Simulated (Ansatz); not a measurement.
Energy needed to pull apart InH2Br (SMILES [Br][InH2]), closed shell, into free ground-state atoms, from the structure below (displaced at random from a GFN2-xTB minimum); no zero-point or spin–orbit terms; open-shell atoms are treated unrestricted, in their ground-state multiplicity.

| atom | x (Å) | y (Å) | z (Å) |
| --- | --- | --- | --- |
| Br1 | -1.9181 | 0.9169 | -1.2249 |
| In2 | 0.1220 | 0.0229 | 0.2243 |
| H3 | 0.6876 | -1.7300 | 0.2049 |
| H4 | 0.9465 | 1.1094 | 1.2227 |

Ansatz 0.2.0; basis: def2-TZVPP; cores frozen in the correlated methods. Filled d shells of the heavier atoms are correlated. Core potentials replace the inner electrons of the atoms past krypton. The def2 sets are not built for correlating such inner shells, so the correlated values are less sure here. B3LYP uses VWN-RPA correlation.

| method | atomization energy (eV) |
| --- | --- |
| SPW92 | ? |
| PBE-D4 | 7.83 |
| r2SCAN-D4 | 8.01 |
| PBE0-D4 | ? |
| B3LYP-D4 | 7.79 |
| wB97M-V | 7.92 |
| HF | 5.82 |
| MP2 | 7.59 |
| CCSD | 7.69 |
| CCSD(T) | 7.81 |

What does SPW92 give? (To be estimated.)

By the calculation: 8.96 eV, which is about 1.15 eV more than CCSD(T)/def2-TZVPP.

What does PBE0-D4 give? (An estimate is asked for; the value comes from the calculation.)

Computed: 7.80 eV, which is about 0.01 eV less than CCSD(T)/def2-TZVPP.

In triple zeta the MP2 and coupled-cluster atomization energies are still short of their basis limit by a few kcal/mol a bond, whereas those of the functionals are nearly converged, so these differences are not deviations from converged CCSD(T).

No T1 diagnostic of these runs exceeds 0.013.

For scale, one of the runs: CCSD(T)/def2-TZVPP forces, 126 basis functions, launched by `ansatz run in.yaml --threads 4 --pin off --events-out ev --progress --plain --max-ram 5222MiB`. The run took 94 s on 4 CPU threads of an Arm Neoverse N1 (shared host), with 1.1 GiB of host memory at its peak.
